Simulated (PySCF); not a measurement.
# `CC[C@H]([SiH3])COC=O`: 4 charge schemes on one density

Species: C5H12O2Si.
Atom-mapped SMILES: `[CH3:1][CH2:2][C@H:3]([SiH3:4])[CH2:5][O:6][CH:7]=[O:8]` (hydrogens: H9, H10, H11 on C1; H12, H13 on C2; H14 on C3; H15, H16, H17 on Si4; H18, H19 on C5; H20 on C7)

Structure used (GFN2-xTB), in Å, numbered top down from 1:
```
atom  x, y, z in Å
C1    -2.325   -0.407   -0.164
C2    -1.068    0.274   -0.695
C3    -0.121    0.754    0.409
Si4    1.224    1.915   -0.305
C5     0.571   -0.403    1.121
O6     1.711   -0.817    0.355
C7     1.665   -1.983   -0.256
O8     0.784   -2.790   -0.221
H9    -2.850    0.247    0.530
H10   -2.084   -1.334    0.350
H11   -2.996   -0.647   -0.985
H12   -1.364    1.136   -1.298
H13   -0.535   -0.416   -1.354
H14   -0.715    1.287    1.157
H15    1.788    1.344   -1.527
H16    2.262    2.127    0.701
H17    0.567    3.185   -0.627
H18   -0.087   -1.264    1.267
H19    0.964   -0.079    2.088
H20    2.603   -2.117   -0.824
```

Density: PBE0/pcSseg-1 (PySCF); schemes: Mulliken, IAO, Hirshfeld and ESP-fitted. The structure is a single GFN2-xTB conformer in the gas phase; no vibrational or solvent corrections.

**Question.** What partial charge does each atom carry?

**Answer.** In e:

| atom | environment | Mulliken | IAO | Hirshfeld | ESP-fitted |
| --- | --- | --- | --- | --- | --- |
| C1 | methyl carbon | -0.253 | -0.417 | -0.116 | -0.429 |
| C2 | chain CH2 carbon | -0.248 | -0.246 | -0.068 | +0.200 |
| C3 | sp3 carbon bound to silicon | -0.577 | -0.376 | -0.111 | -0.246 |
| Si4 | SiH3 silicon | +0.534 | +0.591 | +0.294 | +0.256 |
| C5 | sp3 carbon bound to oxygen | +0.087 | -0.070 | +0.006 | -0.040 |
| O6 | ester single-bonded oxygen | -0.459 | -0.334 | -0.077 | -0.345 |
| C7 | ester carbonyl carbon | +0.435 | +0.402 | +0.181 | +0.586 |
| O8 | ester carbonyl oxygen | -0.412 | -0.453 | -0.251 | -0.499 |
| H9 | methyl hydrogen | +0.106 | +0.133 | +0.038 | +0.098 |
| H10 | methyl hydrogen | +0.123 | +0.141 | +0.040 | +0.118 |
| H11 | methyl hydrogen | +0.119 | +0.146 | +0.045 | +0.113 |
| H12 | methylene hydrogen | +0.129 | +0.131 | +0.038 | +0.005 |
| H13 | methylene hydrogen | +0.133 | +0.134 | +0.031 | +0.014 |
| H14 | methine hydrogen | +0.144 | +0.142 | +0.043 | +0.115 |
| H15 | Si–H hydrogen | -0.077 | -0.115 | -0.079 | -0.070 |
| H16 | Si–H hydrogen | -0.086 | -0.117 | -0.078 | -0.059 |
| H17 | Si–H hydrogen | -0.087 | -0.125 | -0.083 | -0.086 |
| H18 | methylene hydrogen | +0.149 | +0.152 | +0.039 | +0.127 |
| H19 | methylene hydrogen | +0.137 | +0.154 | +0.048 | +0.117 |
| H20 | formyl hydrogen | +0.103 | +0.126 | +0.060 | +0.025 |

Mean size of the charges over all atoms: IAO 0.225 e, Mulliken 0.220 e, ESP-fitted 0.177 e, Hirshfeld 0.086 e. Each set sums to the total charge, 0, to within 0.001 e. The Hirshfeld scheme weights the molecular density at each point by an atom's share of the summed free-atom densities.

Lowest charge. The schemes don't all agree: Mulliken C3 (-0.577); IAO O8 (-0.453); Hirshfeld O8 (-0.251); ESP-fitted O8 (-0.499).

Highest charge. The schemes don't all agree: Mulliken Si4 (+0.534); IAO Si4 (+0.591); Hirshfeld Si4 (+0.294); ESP-fitted C7 (+0.586).

**Question.** How closely do the schemes follow one another over all atoms?

**Answer.** Correlation coefficient and root-mean-square difference: Mulliken with IAO 0.96, 0.077 e; IAO with Hirshfeld 0.95, 0.163 e; Mulliken with Hirshfeld 0.90, 0.178 e; IAO with ESP-fitted 0.84, 0.145 e; Hirshfeld with ESP-fitted 0.82, 0.162 e; Mulliken with ESP-fitted 0.81, 0.161 e.

**Question.** How many electrons does the Hirshfeld scheme count on Si4?

**Answer.** Z − q = 14 − (+0.294) = 13.706.

**Question.** Sum the charges by element, for elements with more than one atom.

**Answer.** 
```csv
element,atoms,Mulliken,IAO,Hirshfeld,ESP-fitted
C,5,-0.556,-0.707,-0.108,+0.071
O,2,-0.872,-0.787,-0.328,-0.844
H,12,+0.894,+0.903,+0.141,+0.518
```

The run behind these numbers computed NMR shieldings as well. Hardware: one thread of an Arm Neoverse V1, shared host with 32 logical CPUs at a one-minute load of 30. Cost: 51 s (with the writing of density and orbital grids), 0.93 GiB resident at most.
